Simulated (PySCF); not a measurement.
These are r2SCAN-D4/def2-TZVP (PySCF 2.14.0) values and carry that method's errors. All species are isolated molecules in the gas phase. 

Reference species (SMILES): `F[Si](F)(F)[SeH]` (neutral, multiplicity 1).

| Property | Result |
|---|---|
| dipole moment | 1.50 D |

Changed species: `F[Si](F)(F)Br` (whole molecule; the reference has whole molecule).

Q: What does the change do to the dipole moment?

A: the dipole moment falls by 0.76 D, to 0.74 D.
